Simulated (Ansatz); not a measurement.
NbF3, SMILES [F][Nb]([F])[F] (connectivity only; charge and spin as stated), neutral, multiplicity 3.

Geometry: PBE0-D3(BJ)/def2-TZVP. The spin state was assumed, not searched. The def2 effective core potentials stand for the cores of Nb; spin–orbit coupling is left out.

Two levels are set side by side: PBE/def2-SVPD (Ansatz, a quantum-chemistry and plane-wave program) and CAM-B3LYP/def2-SVPD (Ansatz). Energy differences of separate SCF runs at the same geometry; the states with an electron removed or added have multiplicity 2 and 2. Differences are taken from unrounded values.

```csv
quantity,CAM-B3LYP
vertical ionisation energy (eV),8.92
vertical electron affinity (eV),0.99
```

### Question
What does PBE give, and how far is it from CAM-B3LYP? (Estimate from the structure and the level; the computed values follow.)

### Answer

| quantity | PBE | PBE minus CAM-B3LYP |
|---|---|---|
| vertical ionisation energy (eV) | 8.39 | -0.52 |
| vertical electron affinity (eV) | 0.93 | -0.06 |
